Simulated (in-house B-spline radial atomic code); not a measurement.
Relativistic effects in the rhodium ion Rh²⁰⁺, [Ar] 3d7: non-relativistic Hartree-Fock (point nucleus) against Dirac-Hartree-Fock (Fermi nucleus of rms radius 4.4945 fm), both averages of the configuration, computed with an all-electron radial atomic-structure program (B-spline basis).

```tsv
orbital	ε NR (Eh)	ε Dirac (Eh)	<r> NR (bohr)	<r> Dirac (bohr)	change of <r> (%)
1s1/2	-858.26	-882.76	0.03384	0.03262	-3.6
2s1/2	-145.28	?	0.1465	?	?
2p1/2	-136.21	-141.55	0.1255	0.1199	-4.4
2p3/2	-136.21	-136.17	0.1255	0.1247	-0.6
3s1/2	-44.041	?	0.3858	?	?
3p1/2	-40.368	-41.539	0.3764	0.3652	-3.0
3p3/2	-40.368	-40.495	0.3764	0.3741	-0.6
3d3/2	-34.243	-34.276	0.3423	0.3404	-0.6
3d5/2	-34.243	-34.065	0.3423	0.3432	+0.3
```

(1) What happens to 3s1/2?

(2) What happens to 2s1/2?

(3) What explains the pattern of contraction and expansion?

(4) By how much does the total energy change?

Results:

(1) Its energy goes to -45.415 hartree and <r> to 0.3748 bohr (-2.87 %).

(2) Its energy goes to -151.28 hartree and <r> to 0.1408 bohr (-3.85 %).

(3) Expansion is seen in 3d5/2. The s and p1/2 orbitals contract directly, screen the nucleus better, and so push out orbitals that have little density near the nucleus; spin-orbit coupling adds to this for j = l + 1/2 and opposes it for j = l - 1/2.

(4) By -96.224 hartree, from -4488.354 to -4584.578.
